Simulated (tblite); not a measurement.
C5H4O4S2.
Atom-mapped SMILES: `[O:1]=[c:2]1[cH:3][cH:4][s:5][cH:6][c:7]1[S:8](=[O:9])(=[O:10])[OH:11]` (hydrogens: H12 on C3; H13 on C4; H14 on C6; H15 on O11)

Geometry (GFN2-xTB, Å), atoms numbered from 1 in this order:
```
atom  x, y, z in Å
O1    -0.454   -1.953    0.224
C2     0.256   -0.952    0.150
C3     1.703   -1.014    0.286
C4     2.523    0.049    0.290
S5     2.042    1.697    0.124
C6     0.347    1.529   -0.098
C7    -0.309    0.365   -0.067
S8    -2.063    0.392   -0.485
O9    -2.162   -0.143   -1.805
O10   -2.565    1.700   -0.233
O11   -2.669   -0.603    0.571
H12    2.115   -2.007    0.399
H13    3.590   -0.062    0.408
H14   -0.193    2.449   -0.268
H15   -2.164   -1.440    0.483
```

Level: GFN2-xTB in tblite, geometry and Hessian alike; calculated harmonic values, unscaled, isolated species. The method is semi-empirical: single wavenumbers can be off by several per cent or more. One conformer, not necessarily the lowest.

Harmonic wavenumbers (cm⁻¹): 52.7, 75.2, 121.1, 176.2, 257.8, 261.0, 288.9, 352.7, 374.4, 386.1, 425.0, 449.2, 487.9, 524.1, 592.5, 622.0, 665.7, 756.5, 767.0, 776.2, 796.5, 840.0, 844.8, 905.2, 964.0, 1008.7, 1109.9, 1138.4, 1177.0, 1264.8, 1294.4, 1305.9, 1556.5, 1610.1, 1638.0, 3075.7, 3083.2, 3089.1, 3131.1.

A = 1637, B = 673.9, C = 527.1 MHz; mass 191.955 u (most abundant isotopes); point group C1, symmetry number 1.

Zero-point energy?

Half the sum of the wavenumbers: 19123 cm⁻¹ = 54.67 kcal/mol.

What is S at 500 K and 1 bar for an ideal gas of classical rigid rotors and harmonic oscillators?

Translation 44.26, rotation 32.23, vibration 48.95: S = 125.4 cal/(mol K).

And Cp and H(500 K) − H(0)?

Cp = 55.52 cal/(mol K), of which vibrations give 47.57 (their classical limit is 39 R = 77.5); H(500 K) − H(0) = 16.85 kcal/mol without the zero-point energy, 12.88 from vibrations.

What must be added to the electronic energy to get the Gibbs energy at 500 K and 1 bar?

ZPE + [H(500 K) − H(0)] − T·S = 54.67 + 16.85 − 62.72 = 8.80 kcal/mol.

Blend soft modes into free rotors: weight 1/[1 + (100 cm⁻¹/ν̃)⁴] for the oscillator and the rest for a rotor with moment μB/(μ + B), μ = h/(8π²ν), B = 10⁻⁴⁴ kg m². What vibrational entropy results?

45.95 cal/(mol K) in place of 48.95, which changes −T·S at 500 K by +1.50 kcal/mol.

How do the functions run with temperature in this model?

```csv
T (K),S (cal/(mol K)),Cp (cal/(mol K)),H − H(0) (kcal/mol),G − H(0) (kcal/mol),ln q(vib)
150,79.1,23.7,2.26,-9.61,2.55
250,94.0,35.3,5.23,-18.28,5.07
298.15,100.7,40.2,7.05,-22.97,6.34
400,113.8,49.0,11.61,-33.90,9.04
600,136.0,60.5,22.66,-58.95,14.22
900,162.5,69.7,42.34,-103.90,21.25
```

q(vib) and H(0) count from the zero-point level.

Which modes carry the vibrational entropy at 500 K?

52.7 cm⁻¹: 5.74; 75.2 cm⁻¹: 5.03; 121.1 cm⁻¹: 4.09; 176.2 cm⁻¹: 3.36; 257.8 cm⁻¹: 2.63; 261.0 cm⁻¹: 2.60 cal/(mol K); the other 33 give 25.50 together.

Hindered rotation and anharmonicity are outside this model. Other conformers, if any are populated, would add a mixing term that is left out. The structure is chiral; the term R ln 2 for an equal mix with its mirror image is left out.
